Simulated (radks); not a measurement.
All-electron atom: Tl I in [Hg] 6p1. Method: non-relativistic Kohn-Sham, PBEsol, spin-polarised, spherical densities, point nucleus; open shells are filled with parallel spins first (spin-orbit coupling, left out, can overturn this in heavy ions); relativity is left out, which matters for an element this heavy; computed with a radial shooting solver on a logarithmic mesh with Libxc functionals.

Unscreened Slater integrals over Kohn-Sham orbitals (cm^-1). They are taken over the spin-up orbitals.

F0(6p,6p): 52413
F2(6p,6p): 27441
F0(6p,6s): 59181
G1(6p,6s): 36896
F0(6p,5d): 67070
F2(6p,5d): 16762
G1(6p,5d): 5952.0
G3(6p,5d): 4907.4
F0(6p,5p): 68246
F2(6p,5p): 12192
G0(6p,5p): 1824.8
G2(6p,5p): 2426.4
F0(6s,6s): 69946
F0(6s,5d): 85917
G2(6s,5d): 12619
F0(6s,5p): 88430
G1(6s,5p): 4783.6
F0(5d,5d): 145990
F2(5d,5d): 75573
F4(5d,5d): 50160
F0(5d,5p): 162970
F2(5d,5p): 82784
G1(5d,5p): 102720
G3(5d,5p): 63710
F0(5p,5p): 187850
F2(5p,5p): 101340

Derived for the open shells (J is the average intra-shell exchange parameter used in DFT+U). 6p: J = F2/5 = 5488 cm^-1.
